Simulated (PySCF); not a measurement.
Computed shifts of a molecule C₂H₁₄Si₄, HF/pcSseg-1 (PySCF), GIAO, gas phase, atoms alike by connectivity averaged where their shifts nearly agree, in ppm (number of nuclei): ²⁹Si: -55.9 (1), -56.6 (1), -58.8 (1), -59.1 (1). ¹³C: -15.6 (2). ¹H: 4.12 (3), 4.05 (1), 4.02 (1), 4.00 (3), 3.96 (1), 3.85 (1), 0.17 (1), -0.21 (1), -0.30 (1), -0.33 (1). References: ²⁹Si against TMS (σ = 393.8 ppm); ¹³C against TMS (σ = 192.6 ppm); ¹H against TMS (σ = 31.99 ppm), references at their B3LYP-D3(BJ)/def2-TZVP geometries, non-relativistic. Coordinates come from a PBE0-D3(BJ)/def2-SVP optimisation. The values are those of a single conformer.

Task: Pick the molecule that these values belong to.
(A) [SiH3]C[SiH2][SiH2]C[SiH3]
(B) C[SiH](C)[SiH2][SiH2][SiH3]
(C) C[SiH2][SiH2][Si@H](C)[SiH3]
(D) C[Si@H]([SiH3])C[SiH2][SiH3]

Result: A, [SiH3]C[SiH2][SiH2]C[SiH3]
